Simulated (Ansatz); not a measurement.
Species: sum formula BNH, charge 0, multiplicity 2. It need not be the lowest isomer of its formula. 
Coordinates optimised at B3LYP-D3(BJ)/def2-TZVP (Ansatz, a quantum-chemistry and plane-wave program):
SMILES: [B]=N
```xyz
3

B      0.0000     0.0000    -0.8356
N      0.0000     0.0000     0.3981
H      0.0000     0.0000     1.3912
```
Charge 0, spin multiplicity 2.

Basis-set convergence of Hartree-Fock and CCSD correlation energies (hartree) with Ansatz. Cores are frozen in the correlated levels unless marked. Open shells are spin-unrestricted. No spin-orbit coupling. No relativistic terms.

```json
[
 {"basis": "def2-SVPD", "functions": "48", "E(HF)": "-79.59575", "E(corr, CCSD)": "-0.24199"},
 {"basis": "def2-TZVPPD", "functions": "91", "E(HF)": "-79.68307", "E(corr, CCSD)": "-0.27848"},
 {"basis": "def2-QZVPPD", "functions": "159", "E(HF)": "-79.68657", "E(corr, CCSD)": "-0.29364"}
]
```

Extrapolating the two largest sets (X = 3 and 4) as X^-3: E(corr) = (64·(-0.29364) - 27·(-0.27848))/37 = -0.3047 Eh, an estimate of the basis-set limit. The largest set recovers 96.4 % of it, the smallest 79.4 %.
